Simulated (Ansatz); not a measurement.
Consider the isomerisation: `C[Si](C)([SiH3])Cl` → `C[SiH2]C[SiH2]Cl`.

Calculated with Ansatz (gas phase, PBE0-D4/def2-TZVP geometries, no zero-point term in ΔE). CCSD(T)/CBS adds triple-zeta CCSD(T) − MP2 to the extrapolated MP2 energy (def2 sets, frozen cores). One conformer a species, not always the lowest.

`C[Si](C)([SiH3])Cl`:

```xyz
14

C     1.690    0.116    0.790
Si    0.111   -0.457   -0.022
C    -1.270   -0.625    1.221
Si   -0.494    0.915   -1.822
Cl    0.466   -2.340   -0.831
H     2.507    0.167    0.068
H     1.979   -0.573    1.588
H     1.554    1.110    1.227
H    -0.982   -1.315    2.018
H    -2.178   -1.006    0.749
H    -1.496    0.345    1.670
H    -0.795    2.296   -1.349
H    -1.706    0.377   -2.497
H     0.615    0.990   -2.810
```

`C[SiH2]C[SiH2]Cl`:

Z-matrix (Å, degrees):
```
C
Si 1 1.869
H 1 1.093 2 110.8
H 1 1.092 2 110.8 3 -120.0
H 1 1.093 2 110.8 3 120.0
C 2 1.879 1 111.3 3 -60.0
H 2 1.490 1 110.0 3 179.2
H 2 1.490 1 110.0 3 60.8
Si 6 1.854 2 114.7 1 179.8
H 6 1.096 2 108.8 1 -58.5
H 6 1.096 2 108.9 1 58.1
Cl 9 2.064 6 110.4 2 179.9
H 9 1.483 6 111.2 2 61.3
H 9 1.483 6 111.2 2 -61.5
```

```
         level  ΔE (kJ/mol)
MP2/def2-TZVPP         -3.6
 HF/def2-QZVPP         -9.2
```

Q: What does CCSD(T)/CBS give? (Estimate.)

A: Ansatz gave: +1.5 kJ/mol. The listed levels differ from it by -5.1, -10.7 kJ/mol.

Largest T1 diagnostic among the species: 0.010.

In def2-TZVPP, CCSD(T) changes the Hartree–Fock value by +9.3 kJ/mol (the triples alone add +1.6 kJ/mol) and MP2 by +4.6 kJ/mol. From PBE to PBE0 (25 % exact exchange), in def2-TZVPP and without D4, ΔE moves by −4.6 kJ/mol. The D4 term adds +4.3 kJ/mol with B3LYP and +2.6 kJ/mol with PBE0; it sums over pairs of atoms, weighted by their polarisabilities, and B3LYP, whose exchange is more repulsive, gets the larger term.

B3LYP here is the variant with VWN-RPA as its local correlation; programs differ in this.
